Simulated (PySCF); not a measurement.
PySCF 2.14 output of an unrestricted LDA calculation on a single atom or ion in x2c-TZVPPall (6s5p4d2f1g, 64 functions), with the spin-free X2C one-electron Hamiltonian (Gaussian nucleus):

```
SCF conv_tol = 1e-09
number electrons alpha = 14  beta = 9
    P. A. M. Dirac.,  Math. Proc. Cambridge Philos. Soc. 26, 376 (1930)
    F. Bloch.,  Z. Phys. 57, 545 (1929)
    S. H. Vosko, L. Wilk, and M. Nusair.,  Can. J. Phys. 58, 1200 (1980)
cycle= 1 E= -1048.11748409653  delta_E= -0.0122  |g|= 0.0838  |ddm|= 0.286
cycle= 2 E= -1048.11621014678  delta_E= 0.00127  |g|= 0.111  |ddm|= 0.124
cycle= 3 E= -1048.1192633542  delta_E= -0.00305  |g|= 0.00179  |ddm|= 0.0624
cycle= 4 E= -1048.11926394336  delta_E= -5.89e-07  |g|= 0.000162  |ddm|= 0.000803
cycle= 5 E= -1048.11926394928  delta_E= -5.92e-09  |g|= 1.6e-05  |ddm|= 0.000137
cycle= 6 E= -1048.11926394935  delta_E= -6.89e-11  |g|= 1.8e-06  |ddm|= 1.93e-05
converged SCF energy = -1048.11926394935  <S^2> = 8.7501514  2S+1 = 6.0000505
```

The run itself started from symmetry-adapted Hartree-Fock orbitals and held the occupation by maximum overlap, on a logarithmic radial grid, so the iterations belong to that start.

**Question.** Which element, charge and spin multiplicity is this?

**Answer.** Cr⁺ (chromium, charge +1), multiplicity 6; the state was [Ar] 3d4 4s1, high-spin 6D determinant (an excited configuration).
